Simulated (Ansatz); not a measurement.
Calculated with Ansatz (gas phase, PBE0-D4/def2-TZVP geometries, no zero-point term in ΔE). CCSD(T)/CBS is the MP2 limit (def2-TZVPP, def2-QZVPP) plus CCSD(T) − MP2 in def2-TZVPP, frozen cores. This one scheme is used for every species. Functionals use def2-TZVPP. Each species was taken in one conformer, which may not be the lowest.

Consider the silylene formation by 1,1-elimination: `N[Si](F)([SiH3])S` → `N[Si]F` + `[SiH3]S`.

`N[Si](F)([SiH3])S`:

Cartesian coordinates in Å:
```
N 1.050 1.370 -0.252
Si 0.603 -0.119 0.428
F 0.972 -0.280 1.983
Si -1.705 -0.406 0.199
S 1.775 -1.660 -0.468
H 0.477 2.191 -0.149
H 2.014 1.595 -0.440
H -2.165 -1.555 1.020
H -2.022 -0.669 -1.231
H -2.436 0.820 0.625
H 1.437 -1.288 -1.714
```

`N[Si]F`:

```xyz
5

N     0.586    0.099   -0.044
Si   -0.931    0.042   -0.814
F    -1.834   -0.382    0.465
H     0.747   -0.096    0.934
H     1.431    0.338   -0.540
```

`[SiH3]S`:

Z-matrix (Å, degrees):
```
Si
S 1 2.137
H 1 1.485 2 111.6
H 1 1.485 2 111.6 3 -122.0
H 1 1.482 2 104.8 3 119.0
H 2 1.344 1 94.7 3 60.9
```

CCSD(T)/CBS gives +140.1 kJ/mol.

**Question.** Another level gave +125.9 kJ/mol. Which?
A. PBE/def2-TZVPP
B. r2SCAN/def2-TZVPP
C. HF/def2-TZVPP
D. B2PLYP/def2-TZVPP

**Answer.** D. B2PLYP 125.9, r2SCAN 152.5, PBE 132.6, HF/def2-TZVPP 119.8 kJ/mol.

Largest T1 diagnostic among the species: 0.014.

From PBE to PBE0 (25 % exact exchange), in def2-TZVPP and without D4, ΔE moves by +12.0 kJ/mol. The D4 term adds +20.2 kJ/mol with B3LYP and +11.3 kJ/mol with PBE0; it sums over pairs of atoms, weighted by their polarisabilities, and B3LYP, whose exchange is more repulsive, gets the larger term. In def2-TZVPP, CCSD(T) changes the Hartree–Fock value by +14.6 kJ/mol (the triples alone add +2.9 kJ/mol) and MP2 by +23.4 kJ/mol.

B3LYP here is the variant with VWN-RPA as its local correlation; programs differ in this.
